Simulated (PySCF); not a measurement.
# How methods differ on the excitation energy of Ga

Ga [Ar] 3d10 4s2 4p1 (2P) → Ga [Ar] 3d10 4s2 5s1 (2S), as a difference of total energies. All numbers are calculated (PySCF 2.14, a scalar-relativistic core potential, in aug-cc-pVDZ-PP with ECP10MDF (5s4p3d, 32 functions)). Correlated levels: valence: 3s2 3p6 3d10 frozen. The calculations carry no spin-orbit coupling.

| method | excitation energy (eV) |
| --- | --- |
| UHF | 2.895 |
| LDA | 2.955 |
| r2SCAN | 3.156 |
| BHandHLYP | 3.031 |
| B97-3 | 2.930 |
| BLYP | 2.892 |
| wB97X-V | 3.057 |
| MP2 (valence) | 2.908 |
| SCS-MP2 (valence) | 2.905 |

Estimate what PBE0 gives.

2.959 eV, closest to LDA among the rows shown.

Estimate what PBE gives.

2.885 eV, closest to BLYP among the rows shown.

Errors of the correlated levels include the incompleteness of this basis and the frozen core.

For comparison: 3.005 eV (measured; NIST levels, between the centres of gravity of the two terms).
